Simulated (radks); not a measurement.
Question: Ionisation ladder of gadolinium, from Gd16+ to Gd22+. Each ion is in the ground configuration listed by NIST, and IE = E(next ion) - E(this ion). All-electron calculation, scalar-relativistic Kohn-Sham, SCAN, spin-unpolarised, spherical densities, finite nucleus; meta-GGA in the generalised Kohn-Sham scheme; Fermi nuclear charge, rms radius 5.1569 fm. Program: a radial shooting solver on a logarithmic mesh with Libxc functionals.

species  configuration  IE, Delta-SCF (eV)  -e(HOMO) (eV)  HOMO
Gd16+    [Kr] 4d10 4f2                   ?         329.78    4f
Gd17+    [Kr] 4d10 4f1              382.56         364.61    4f
Gd18+        [Kr] 4d10                   ?         551.77    4d
Gd19+         [Kr] 4d9              608.07         589.30    4d
Gd20+         [Kr] 4d8                   ?         627.46    4d
Gd21+         [Kr] 4d7              685.60         666.25    4d
Gd22+         [Kr] 4d6              725.28         705.66    4d

Estimate the withheld Delta-SCF values.

Answer: Gd16+: 347.10 eV (NIST 352); Gd18+: 570.21 eV (NIST 565); Gd20+: 646.53 eV (NIST 639).

Beside tabulated values, note that spin-unpolarised runs miss the spin-polarisation part of the exchange energy of open shells.
